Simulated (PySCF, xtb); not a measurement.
Ti(Br)(OH)3 (BrH3O3Ti), SMILES [OH][Ti]([OH])([OH])[Br], multiplicity 1.

GFN2-xTB in xtb at its own geometry gives an orbital gap of 3.95 eV and a dipole moment of 8.98 D.

The structure is a stationary point at B3LYP-D3(BJ)/def2-SVP. The multiplicity is an assumed one; no other spin state was optimised. The structure was generated by enumeration; whether it is a known compound was not checked. Other conformers were not sampled.

**Question.** What does r2SCAN/def2-TZVP in PySCF give? (Estimate from the structure and the level; the computed values follow.)

**Answer.** gap 4.26 eV (levels -7.03 and -2.77 eV), dipole 3.70 D.
